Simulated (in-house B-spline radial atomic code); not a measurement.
V⁸⁺. Computed with a B-spline radial atomic code. Model: all-electron spherical atom, spin shells full or empty, radial basis limit, no spin-orbit coupling, Breit or QED, empty-state partial waves extrapolated as (l+1/2)^-4, RPA, G0W0 and static COHSEX of the highest shell as one setting changes (uncorrelated shells keep exact exchange).

Given: element V; charge 8; filled core Ne; hamiltonian one-electron scalar X2C; mean-field start PBE0; highest l of empty states 9; nuclear rms radius 3.6002 fm; highest mean-field shell 3p up.

Shell: 3s 1 1, 3p 3 0 (electrons up and down).

```json
{"lowest nl shells left uncorrelated": "0", "RPA correlation energy (hartree)": "-0.97108", "G0W0 level (eV)": "-204.64", "G0W0 minus most complete (meV)": "0", "COHSEX level (eV)": "-207.96", "linearised minus solved G0W0 (meV)": "-8.8"}
{"lowest nl shells left uncorrelated": "1", "RPA correlation energy (hartree)": "?", "G0W0 level (eV)": "?", "G0W0 minus most complete (meV)": "?", "COHSEX level (eV)": "?", "linearised minus solved G0W0 (meV)": "?"}
{"lowest nl shells left uncorrelated": "2", "RPA correlation energy (hartree)": "-0.67921", "G0W0 level (eV)": "-204.6", "G0W0 minus most complete (meV)": "36.6", "COHSEX level (eV)": "-207.93", "linearised minus solved G0W0 (meV)": "-8.7"}
{"lowest nl shells left uncorrelated": "3", "RPA correlation energy (hartree)": "?", "G0W0 level (eV)": "?", "G0W0 minus most complete (meV)": "?", "COHSEX level (eV)": "?", "linearised minus solved G0W0 (meV)": "?"}
{"lowest nl shells left uncorrelated": "4", "RPA correlation energy (hartree)": "-0.10053", "G0W0 level (eV)": "-205.19", "G0W0 minus most complete (meV)": "-550.2", "COHSEX level (eV)": "-207.4", "linearised minus solved G0W0 (meV)": "4.4"}
```

Question: What follows for lowest nl shells left uncorrelated = 3?

Answer: RPA correlation energy -0.2718 hartree; G0W0 level -204.41 eV; G0W0 minus most complete 226 meV; COHSEX level -207.54 eV; linearised minus solved G0W0 -8.5 meV.

Question: What follows for lowest nl shells left uncorrelated = 1?

Answer: RPA correlation energy -0.83096 hartree; G0W0 level -204.63 eV; G0W0 minus most complete 12.9 meV; COHSEX level -207.96 eV; linearised minus solved G0W0 -8.8 meV.
